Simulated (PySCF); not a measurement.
# Exercise with solution: dipole moment from atomic charges

C2H5FSi, SMILES C=C[SiH2]F. Atoms are numbered in the order given.

```xyz
9

Si    -0.5133    -0.7543     0.0000
F      1.0655    -1.1727     0.0000
C     -0.5940     1.1041     0.0000
C      0.5092     1.8651     0.0000
H     -1.1455    -1.3377    -1.2152
H     -1.1455    -1.3377     1.2152
H     -1.5760     1.5969     0.0000
H      0.4638     2.9598     0.0000
H      1.5093     1.4182     0.0000
```
Charge 0, spin multiplicity 1.

Geometry: B3LYP-D3(BJ)/def2-SVP. Other conformers were not sampled.

Charges (e) from PySCF with CAM-B3LYP/def2-TZVP:

```csv
atom,Mulliken,ESP fit
Si1,0.565,0.527
F2,-0.343,-0.269
C3,-0.256,-0.258
C4,-0.250,-0.332
H5,-0.057,-0.089
H6,-0.057,-0.089
H7,0.124,0.155
H8,0.130,0.168
H9,0.144,0.185
```

The dipole moment of the full density is 1.69 D.

### Question
What dipole moment does each set of point charges give, and which comes closer to that of the density?

### Answer

μ = Σ q r, and 1 e Å = 4.8032 D.
Mulliken: Σ q r = (-0.418, 0.167, 0.000) e Å, |μ| = 2.16 D.
ESP fit: Σ q r = (-0.256, 0.259, 0.000) e Å, |μ| = 1.75 D.
ESP fit comes closer in size. Point charges leave out the atoms' own dipoles (lone pairs, polarised bonds); fits to the potential absorb them, partitions of the density don't.
